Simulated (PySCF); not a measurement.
Compound: C₅H₁₁NO₂Si.
SMILES with atom numbers: `[CH3:1][C@@H:2]1[CH2:3][NH:4][SiH2:5][C@@H:6]1[O:7][CH:8]=[O:9]`

Cartesian coordinates in Å at the GFN2-xTB level; atoms count from 1:
```
atom  x, y, z in Å
C1    -1.4449   -0.8518   -0.8789
C2    -0.9626   -0.4962    0.5230
C3    -1.3945    0.9242    0.9051
N4    -0.4990    1.8301    0.2211
Si5    1.0825    1.2355   -0.1294
C6     0.5615   -0.4648    0.5928
O7     1.1445   -1.6113   -0.0462
C8     2.2913   -1.4109   -0.6181
O9     2.8901   -0.3676   -0.6843
H10   -1.0538   -1.8213   -1.1790
H11   -2.5318   -0.8948   -0.9029
H12   -1.1081   -0.1014   -1.5899
H13   -1.3763   -1.2195    1.2336
H14   -2.4283    1.1068    0.5946
H15   -1.3421    1.0489    1.9971
H16   -0.7682    2.7968    0.2636
H17    1.2444    1.3515   -1.5756
H18    2.1461    1.8243    0.6799
H19    0.8694   -0.5196    1.6436
H20    2.6746   -2.3483   -1.0531
```

Definitions: NICS(0) = −σiso at the ring centroid; NICS(1) = −σiso and NICS(1)zz = −σzz at ±1 Å along the ring normal z. Level: GIAO PBE0/pcSseg-1 (PySCF, non-relativistic, gas phase) on the GFN2-xTB geometry, one conformer.

Ring bond lengths (Å), with Mayer bond orders in brackets: C2–C3 1.533 (1.00), C3–N4 1.446 (0.98), N4–Si5 1.726 (0.95), Si5–C6 1.919 (0.83), C6–C2 1.526 (0.99).

Problem. What do the NICS probes read (ppm)?

Solution. 
```
           ring                                                    type  NICS(0)  NICS(1), two faces  NICS(1)zz, two faces  rms pucker (Å)  centre to ring atoms, mean (Å)
C2–C3–N4–Si5–C6  5-membered ring with N and Si; formal bonds all single     -7.1         -3.6 / -3.5           -3.5 / -3.9            0.18                            1.36
```

Problem. What can be read from them?

Solution. 
- C2–C3–N4–Si5–C6: mean NICS(1)zz -3.7 ppm, shielded. C2, C3, Si5, C6 have four or more neighbours; no verdict on aromaticity is drawn.

Problem. List the ring angles and the Hirshfeld charges of the ring atoms.

Solution. 
- C2–C3–N4–Si5–C6: C2 104.5° (-0.030 e), C3 106.7° (-0.024 e), N4 116.6° (-0.256 e), Si5 88.9° (+0.321 e), C6 105.8° (-0.040 e); sum 522.5° against 540° for a flat convex ring.
